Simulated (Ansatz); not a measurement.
C$_{8}$H$_{12}$N$_{2}$ (`CCCCCC(C#N)C#N`), relaxed with RKS PBE0-D4/def2-TZVP in the Gaussian-basis code of Ansatz from a PBE-D4/def2-SVP geometry. The force threshold is 0.005 eV/Å; the program also tests the step.

The species carries charge 0 and has multiplicity 1.

Start:

```xyz
22

C    -1.072    2.236   -1.629
C    -1.793    1.623   -0.427
C    -0.864    1.008    0.630
C    -0.063   -0.203    0.140
C     0.813   -0.811    1.235
C     1.639   -2.045    0.768
C     2.587   -1.694   -0.305
N     3.339   -1.373   -1.142
C     0.771   -3.161    0.351
N     0.050   -4.031    0.048
H    -0.505    1.480   -2.210
H    -1.789    2.712   -2.329
H    -0.351    3.018   -1.310
H    -2.415    2.402    0.064
H    -2.508    0.845   -0.776
H    -0.160    1.789    0.999
H    -1.469    0.706    1.513
H    -0.763   -0.978   -0.244
H     0.581    0.087   -0.719
H     1.533   -0.060    1.621
H     0.193   -1.136    2.097
H     2.246   -2.412    1.627
```

```json
{"step": "1", "energy (eV)": "-11461.3737", "largest force (eV/Å)": "2.379", "largest move (Å)": "0.000"}
{"step": "2", "energy (eV)": "-11461.5000", "largest force (eV/Å)": "0.220", "largest move (Å)": "0.053"}
{"step": "3", "energy (eV)": "-11461.5064", "largest force (eV/Å)": "0.024", "largest move (Å)": "0.009"}
{"step": "4", "energy (eV)": "-11461.5065", "largest force (eV/Å)": "0.012", "largest move (Å)": "0.005"}
{"step": "5", "energy (eV)": "-11461.5066", "largest force (eV/Å)": "0.010", "largest move (Å)": "0.002"}
{"step": "6", "energy (eV)": "-11461.5066", "largest force (eV/Å)": "0.007", "largest move (Å)": "0.005"}
{"step": "7", "energy (eV)": "-11461.5066", "largest force (eV/Å)": "0.008", "largest move (Å)": "0.006"}
{"step": "8", "energy (eV)": "-11461.5066", "largest force (eV/Å)": "0.003", "largest move (Å)": "0.004"}
```

End:

```xyz
22

C    -1.058    2.202   -1.614
C    -1.780    1.604   -0.417
C    -0.852    1.000    0.629
C    -0.062   -0.201    0.132
C     0.803   -0.801    1.223
C     1.624   -2.023    0.763
C     2.562   -1.665   -0.302
N     3.306   -1.344   -1.115
C     0.755   -3.121    0.337
N     0.045   -3.972    0.039
H    -0.514    1.446   -2.185
H    -1.763    2.679   -2.299
H    -0.337    2.961   -1.299
H    -2.386    2.379    0.061
H    -2.484    0.836   -0.757
H    -0.155    1.771    0.982
H    -1.443    0.700    1.501
H    -0.755   -0.962   -0.245
H     0.574    0.089   -0.710
H     1.511   -0.060    1.602
H     0.187   -1.125    2.068
H     2.219   -2.393    1.606
```

It took 21 s on 4 threads of an AMD EPYC 7R13 on a shared host and a share of an NVIDIA H100 80 GB, with 1.1 GiB of host memory at the peak.
